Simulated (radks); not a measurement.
The mean radii <r> (bohr) of the occupied orbitals of an atom or ion are listed with their occupations. All-electron calculation, scalar-relativistic Kohn-Sham, r2SCAN, spin-polarised, spherical densities, finite nucleus; meta-GGA in the generalised Kohn-Sham scheme; Fermi nuclear charge, rms radius of each element as measured or else 0.836 A^(1/3) + 0.57 fm. Program: a radial shooting solver on a logarithmic mesh with Libxc functionals.

orbital  occ.      <r>
1s          2  0.01632
2s          2  0.06875
2p          6  0.06235
3s          2   0.1774
3p          6   0.1792
3d         10   0.1625
4s          2   0.3916
4p          6   0.4172
4d         10   0.4396
5s          2   0.8804
4f         14   0.4677
5p          6    1.010
5d         10    1.379
6s          2    2.372

Name the element and its charge. Open shells, if any, are filled with parallel spins first.

Answer. Z = 81, thallium, charge +1: Tl+ in [Hg]. The 1s radius gives Z: for a bare nucleus <r> = (2 gamma + 1)/(2Z) with gamma = sqrt(1 - (Z/c)^2), 0.01613 bohr for Z = 81, and screening makes it slightly larger (0.01632 here). The occupations add up to 80, and the charge is Z minus that.
